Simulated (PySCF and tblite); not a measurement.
Values are calculated unless marked as measured or tabulated.
System: C₅H₁₀B₂, numbered as in [BH2:1]/[C:2]([BH:3][CH:4]=[CH2:5])=[CH:6]\[CH3:7].

For the rotation about the B3–C2 bond (torsion C4–B3–C2–B1 from 0° to 143°, rising): electronic barrier 4.03 kcal/mol, zero-point change -0.36 kcal/mol, thermal and entropy terms at 400 K a further 0.30 kcal/mol (symmetry numbers apart). The minimum is Cs, the saddle C1. Geometries: GFN2-xTB; energies: PBE/pcSseg-1 + D3(BJ); zero-point and thermal terms from GFN2-xTB harmonic modes (soft modes blended into free rotors). Rate constants are transition-state-theory values, counting equivalent paths, without tunnelling. Run with tblite and PySCF.

Problem. How many equivalent paths lead out of the minimum?

Solution. 2: the symmetry number of the minimum is 1, that of the saddle displaced along its mode 1, and the displaced saddle is chiral while the minimum is not, which doubles the count.

Problem. Work out the rate at 400 K.

Solution. ΔG‡ = 3.97 kcal/mol; k_B T/h = 8.3×10¹² s⁻¹; exp(−ΔG‡/RT) = 0.0068; times 2 gives k = 1.1×10¹¹ s⁻¹. Wigner's tunnelling factor for the 40i cm⁻¹ mode would be 1.00.
